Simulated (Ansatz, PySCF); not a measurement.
Gas-phase reaction (SMILES): C[O][Al]([NH2])[NH2] + F (HF) -> [NH2][Al]([NH2])[F] + CO (CH4O); hydrogen fluoride cleaves one Al-O bond, a model of a ligand-exchange step.

Structures are relaxed separately at B3LYP-D3(BJ)/def2-TZVP in Ansatz (a quantum-chemistry and plane-wave program), one conformer each, not searched for the lowest. Valence correlation only, unless marked. No spin-orbit coupling. Non-relativistic. CBS(X,Y): correlation extrapolated as X^-3; Hartree-Fock from the larger set. Thermal terms are rigid-rotor harmonic-oscillator values from B3LYP-D3(BJ) frequencies (Ansatz or PySCF) at 298.15 K and 1 atm. 1 Eh = 627.5095 kcal/mol.

```json
[
 {"species": "C[O][Al]([NH2])[NH2]", "E, CCSD(T)/CBS(cc-pV(T+d)Z,cc-pV(Q+d)Z) (Ansatz) (Eh)": "-468.97136", "E, B3LYP-D3(BJ)/def2-TZVPD (Ansatz + dftd3) (Eh)": "-469.75201", "H - E (Eh)": "0.10237"},
 {"species": "F (HF)", "E, CCSD(T)/CBS(cc-pV(T+d)Z,cc-pV(Q+d)Z) (Ansatz) (Eh)": "-100.39146", "E, B3LYP-D3(BJ)/def2-TZVPD (Ansatz + dftd3) (Eh)": "-100.49389", "H - E (Eh)": "0.01259"},
 {"species": "[NH2][Al]([NH2])[F]", "E, CCSD(T)/CBS(cc-pV(T+d)Z,cc-pV(Q+d)Z) (Ansatz) (Eh)": "-453.77593", "E, B3LYP-D3(BJ)/def2-TZVPD (Ansatz + dftd3) (Eh)": "-454.48716", "H - E (Eh)": "0.06081"},
 {"species": "CO (CH4O)", "E, CCSD(T)/CBS(cc-pV(T+d)Z,cc-pV(Q+d)Z) (Ansatz) (Eh)": "-115.60979", "E, B3LYP-D3(BJ)/def2-TZVPD (Ansatz + dftd3) (Eh)": "-115.78119", "H - E (Eh)": "0.05533"}
]
```

**Question.** Work out ΔE and ΔH at 298.15 K at the first level, then ΔH at the second.

**Answer.** 
1. ΔE = [(-453.77593) + (-115.60979)] - [(-468.97136) + (-100.39146)] = -0.02290 Eh = -14.4 kcal/mol at CCSD(T)/CBS(cc-pV(T+d)Z,cc-pV(Q+d)Z).
2. The terms H - E add up to 0.00118 Eh, so ΔH = (-0.02290 + (0.00118))×627.5095 = -13.6 kcal/mol.
3. At B3LYP-D3(BJ)/def2-TZVPD the same steps give ΔE = -14.1 and ΔH = -13.3 kcal/mol, a shift of +0.3 from the first level.
4. These values are not checked against measurement here, since the tables used lack a sound gas-phase enthalpy of formation for at least one species.
